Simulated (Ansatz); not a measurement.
# Nudged elastic band run: BBrFH3

input.yaml

```yaml
crystal:
  periodic: [false, false, false]
  atoms:
    - { symbol: B, position_ang: [-0.006229, 0.26591, -0.045451] }
    - { symbol: F, position_ang: [-0.01684, 0.724062, 1.21155] }
    - { symbol: H, position_ang: [1.074329, 0.166493, -0.598156] }
    - { symbol: H, position_ang: [-1.081736, 0.096153, -0.590808] }
    - { symbol: Br, position_ang: [0.090784, -2.581081, 0.825962] }
    - { symbol: H, position_ang: [0.084393, -1.954737, 2.119204] }
basis:
  gaussian: { orbitals: def2-SVP }
hamiltonian:
  xc: pbe
  dispersion: d4
neb:
  order_check: false
  images: 9
  f_tol: 0.03
  max_iterations: 60
  initial_path: linear
  final_atoms:
    - { symbol: B, position_ang: [0.01515379, -0.36492013, -0.07295342] }
    - { symbol: F, position_ang: [0.00823513, 0.12808021, 1.6597987] }
    - { symbol: H, position_ang: [1.06668335, 0.08590565, -0.46173751] }
    - { symbol: H, position_ang: [-1.06770767, 0.01597566, -0.45036364] }
    - { symbol: Br, position_ang: [0.08184824, -2.333358, 0.33857881] }
    - { symbol: H, position_ang: [0.04048816, -0.81488338, 1.90897806] }
```

Run as:

```bash
$ ansatz run input.yaml --threads 1 --pin off --max-ram 2048MiB --backend cpu --events-out ev --progress --plain --runs-dir out
```

Output, in part (warnings, iteration lines, the closing report on the highest movable image, with atoms numbered from 0):

```
NEB end point (image 0): max|allowed force component| = 4.519e-3 eV/Å (the criterion of neb.relax_end_points is 1.000e-2)
NEB end point (image 10): max|allowed force component| = 3.523e-3 eV/Å (the criterion of neb.relax_end_points is 1.000e-2)
NEB iter   1: max|band force component| = 3.764e0 eV/Å  barrier→ = 1.5907 eV  barrier← = 1.0787 eV  Δτ_max = 0.2000 Å  (269 SCF iters)
NEB iter   2: max|band force component| = 2.849e0 eV/Å  barrier→ = 0.8486 eV  barrier← = 0.3366 eV  Δτ_max = 0.2000 Å  (278 SCF iters)
NEB iter   3: max|band force component| = 2.648e0 eV/Å  barrier→ = 0.6693 eV  barrier← = 0.1573 eV  Δτ_max = 0.1553 Å  (266 SCF iters)
NEB iter   4: max|band force component| = 1.060e0 eV/Å  barrier→ = 0.6304 eV  barrier← = 0.1184 eV  Δτ_max = 0.2000 Å  (243 SCF iters)
NEB iter   5: max|band force component| = 2.965e0 eV/Å  barrier→ = 0.6277 eV  barrier← = 0.1158 eV  Δτ_max = 0.0985 Å  (258 SCF iters)
NEB iter   6: max|band force component| = 3.148e-1 eV/Å  barrier→ = 0.6214 eV  barrier← = 0.1095 eV  CI = image 8  Δτ_max = 0.0812 Å  (240 SCF iters)
NEB iter   7: max|band force component| = 1.424e-1 eV/Å  barrier→ = 0.6284 eV  barrier← = 0.1164 eV  CI = image 8  Δτ_max = 0.0277 Å  (239 SCF iters)
NEB iter   8: max|band force component| = 6.865e-2 eV/Å  barrier→ = 0.6303 eV  barrier← = 0.1183 eV  CI = image 8  Δτ_max = 0.2000 Å  (242 SCF iters)
NEB iter   9: max|band force component| = 4.191e0 eV/Å  barrier→ = 0.6308 eV  barrier← = 0.1188 eV  CI = image 8  Δτ_max = 0.1007 Å  (256 SCF iters)
NEB iter  10: max|band force component| = 1.033e0 eV/Å  barrier→ = 0.6309 eV  barrier← = 0.1189 eV  CI = image 8  Δτ_max = 0.2000 Å  (235 SCF iters)
NEB iter  11: max|band force component| = 7.612e-1 eV/Å  barrier→ = 0.6309 eV  barrier← = 0.1190 eV  CI = image 8  Δτ_max = 0.2000 Å  (227 SCF iters)
NEB iter  12: max|band force component| = 9.205e-1 eV/Å  barrier→ = 0.6310 eV  barrier← = 0.1190 eV  CI = image 8  Δτ_max = 0.1001 Å  (236 SCF iters)
NEB iter  13: max|band force component| = 2.189e-1 eV/Å  barrier→ = 0.6310 eV  barrier← = 0.1190 eV  CI = image 8  Δτ_max = 0.1425 Å  (221 SCF iters)
NEB iter  14: max|band force component| = 7.930e-2 eV/Å  barrier→ = 0.6310 eV  barrier← = 0.1190 eV  CI = image 8  Δτ_max = 0.0234 Å  (214 SCF iters)
NEB iter  15: max|band force component| = 4.046e-2 eV/Å  barrier→ = 0.6310 eV  barrier← = 0.1190 eV  CI = image 8  Δτ_max = 0.0167 Å  (196 SCF iters)
NEB iter  16: max|band force component| = 1.997e-2 eV/Å  barrier→ = 0.6310 eV  barrier← = 0.1190 eV  CI = image 8  Δτ_max = 0.0000 Å  (409 SCF iters)
Total energy: -73463.00859578 eV, -2699.7157708791 hartree
Atom 0 at     0.010444    -0.196057     0.038042 Å, force     0.000009    -0.000121     0.000204 eV/Å
Atom 1 at     0.006631     0.172106     1.540033 Å, force    -0.000001     0.000029    -0.000038 eV/Å
Atom 2 at     1.071513     0.076650    -0.472101 Å, force    -0.000022     0.000026    -0.000075 eV/Å
Atom 3 at    -1.071311     0.007830    -0.460674 Å, force     0.000017     0.000027    -0.000073 eV/Å
Atom 4 at     0.081513    -2.316334     0.595471 Å, force    -0.000003     0.000099    -0.000006 eV/Å
Atom 5 at     0.045910    -1.027395     1.681529 Å, force    -0.000001    -0.000059    -0.000014 eV/Å
Dipole moment:     0.003600    -0.085836     0.158021 e Å
```

The forces met the threshold. Another band between the same ends (9 images) ends at a top of the same energy, where a vibrational analysis finds 1 clearly imaginary mode. The orbitals stay closed-shell, which can raise the energy where a bond breaks towards radicals; this wasn't checked here.

Final band (atoms are numbered from 1 in the order of the input):

```
image  path coordinate (Å)  energy (eV)  Br5–H6 (Å)  B1–Br5 (Å)  F2–H6 (Å)
    0                 0.00         0.00        1.44        2.98       2.83
    1                 0.18         0.00        1.44        2.98       2.60
    2                 0.37         0.01        1.44        2.95       2.38
    3                 0.55         0.04        1.44        2.86       2.20
    4                 0.74         0.09        1.44        2.74       2.01
    5                 0.92         0.19        1.45        2.59       1.81
    6                 1.10         0.35        1.49        2.43       1.61
    7                 1.29         0.54        1.56        2.30       1.40
    8                 1.47         0.63        1.69        2.19       1.21
    9                 1.71         0.55        1.92        2.08       1.04
   10                 1.95         0.51        2.18        2.01       0.98
```

Run time: 3.2 min on 1 thread of Arm Neoverse V2, with other jobs on the host, peak memory 0.16 GiB.
